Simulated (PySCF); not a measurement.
Gas-phase reaction: GaNH2 + 4 NH3 ⇌ GaH3.NH3 + 4 NH2, at 1200 K and a standard pressure of 1 bar. Level: ωB97X-V/def2-TZVP†.

Method: PySCF energies plus ideal-gas RRHO corrections (1 bar). † marks an energy on the PBE0/def2-TZVP geometry and frequencies. Open shells (unrestricted): NH2 (multiplicity 2); the rest are closed-shell singlets. Ga: all electrons, no relativistic terms. Adducts (GaH3.NH3) have no counterpoise correction, and HF, PBE, BLYP, B3LYP and PBE0 lack dispersion. GaNH2, GaH3.NH3: computed as isolated molecules; such fragments, hydroxides, amides, oligomers or adducts are transient or little studied in the gas. The harmonic model lacks anharmonicity and excited electronic states, which grow with temperature; levels with a mode under 35 cm⁻¹ are left out. Soft modes under 120 cm⁻¹ make the harmonic entropy rough for GaH3.NH3.

| species | E (Ha) | H(1200 K) − E (kJ/mol) | S°(1200 K) (J/mol/K) |
|---|---|---|---|
| GaNH2 | -1980.64417 | 127.6 | 333.3 |
| NH3 | -56.55985 | 143.5 | 254.8 |
| GaH3.NH3 | -1983.04124 | 279.1 | 440.8 |
| NH2 | -55.87862 | 95.0 | 246.7 |
E: electronic energy; H − E holds the zero-point and thermal terms. 1 Ha = 2625.5 kJ/mol.

Task: Work out ΔH°, ΔS°, ΔG° and log10 K from these numbers.

Result: 1. ΔE = 1×(-1983.04124) + 4×(-55.87862) − 1×(-1980.64417) − 4×(-56.55985) = 0.32785 Ha = 860.8 kJ.
2. Δ(H − E) = 1×(279.1) + 4×(95.0) − 1×(127.6) − 4×(143.5) = -42.5 kJ, so ΔH° = 818.3 kJ.
3. ΔS° = 1×(440.8) + 4×(246.7) − 1×(333.3) − 4×(254.8) = 75.1 J/K; the number of gas molecules stays the same.
4. ΔG° = ΔH° − TΔS° = 818.3 − 1200×(75.1)/1000 = 728.2 kJ.
5. log10 K = −ΔG°/(RT ln 10) = -31.70, with RT ln 10 = 22.97 kJ/mol; at standard pressures the reactants are favoured.
6. A shift of 10 kJ in ΔE would move log10 K by 0.44 here.
For scale, ΔH°(298 K) is 797 kJ at this level, 825 kJ at ωB97M-V/def2-TZVP†, and runs from 447 to 1143 kJ over the 20 levels computed.
